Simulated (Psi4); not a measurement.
anisole (C₇H₈O), singlet, geometry from GFN2-xTB. Base run: MP2/def2-SV(P) (Psi4 1.11).

The Psi4 input:
```
memory 2 GB

molecule {
0 1
C    -2.76564113    0.24474505   -0.12444023
O    -1.68690838   -0.46492555   -0.68070261
C    -0.42665754   -0.18687962   -0.24039320
C     0.59851766   -0.92608697   -0.83281670
C     1.91010832   -0.72287747   -0.45941363
C     2.22421125    0.21857305    0.50911986
C     1.21089744    0.95130888    1.09673826
C    -0.11137104    0.75662985    0.73032410
H    -3.65698679   -0.13812627   -0.61922429
H    -2.84912455    0.07153434    0.95364028
H    -2.68159491    1.31998645   -0.31423270
H     0.33508288   -1.65380074   -1.58419238
H     2.69350327   -1.30170750   -0.92586391
H     3.25103115    0.37758850    0.80137780
H     1.44370153    1.68750866    1.85242260
H    -0.88073533    1.34394427    1.20698272
}

set {
  basis def2-sv(p)
  freeze_core true
}

energy('mp2')
print_variables()
```

The base run was repeated with changes; each row names its change, and settings that it needs were set with it.

| change | basis functions | E (Eh) | MP2 correlation (Eh) | core-seconds (rough) |
|---|---|---|---|---|
| base | 128 | -345.34991 | -1.04487 | 6 |
| basis = STO-3G | 48 | -340.74066 | -0.43044 | 5 |
| basis = 3-21G | ? | ? | ? | 5 |
| basis = 6-31G* | 136 | -345.64341 | -1.06125 | 7 |
| basis = def2-SVP | 152 | ? | ? | 7 |
| basis = pcseg-1 | 152 | ? | ? | 9 |
| basis = 6-31+G* | 168 | -345.66470 | -1.07272 | 9 |
| basis = 6-311G** | 192 | -345.82971 | -1.16709 | 10 |
| basis = def2-SVPD | 227 | -345.49153 | -1.15103 | 10 |
| basis = 6-311++G** | 232 | -345.84187 | -1.17425 | 20 |
| basis = aug-cc-pVDZ | 256 | -345.77503 | -1.15178 | 20 |
| basis = aug-pcseg-1 | 256 | ? | ? | 20 |
| basis = 6-311+G(2d,p) | 264 | -345.91245 | -1.23338 | 20 |

Task: Some entries are withheld; supply them.

Result: 
- basis = 3-21G, basis functions: 88
- basis = 3-21G, E (Eh): -343.39247
- basis = 3-21G, MP2 correlation (Eh): -0.72219
- basis = def2-SVP, E (Eh): -345.42890
- basis = def2-SVP, MP2 correlation (Eh): -1.10022
- basis = pcseg-1, E (Eh): -345.59293
- basis = pcseg-1, MP2 correlation (Eh): -1.10654
- basis = aug-pcseg-1, E (Eh): -345.65314
- basis = aug-pcseg-1, MP2 correlation (Eh): -1.14814

Totals compare only among sets that treat the same electrons; sets with core potentials leave the core out.
